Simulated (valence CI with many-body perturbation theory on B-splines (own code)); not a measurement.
Which ion has this spectrum?

A relativistic CI+MBPT calculation for an atom or ion with 5 electrons gives these levels (eV):

```tsv
J	Parity	E	g
1/2	odd	0.0	0.62
1/2	even	235.0	2.06
3/2	odd	996.9	1.30
3/2	even	1161.6	1.63
5/2	even	1200.2	1.32
1/2	even	1264.9	1.26
3/2	even	1266.8	0.97
3/2	odd	1512.2	1.32
5/2	even	2176.3	1.42
1/2	even	2274.4	1.91
3/2	even	2275.2	1.17
3/2	odd	2465.2	1.44
5/2	odd	2487.4	1.17
1/2	odd	2538.8	0.62
```

The energies are calculated, and their last digits are not significant.

Question: Which is it?
A. Er63+
B. Tm64+
C. Yb65+
D. Tb60+

Answer: A. Er63+, ground level (2s^2 2p1/2) J=1/2.
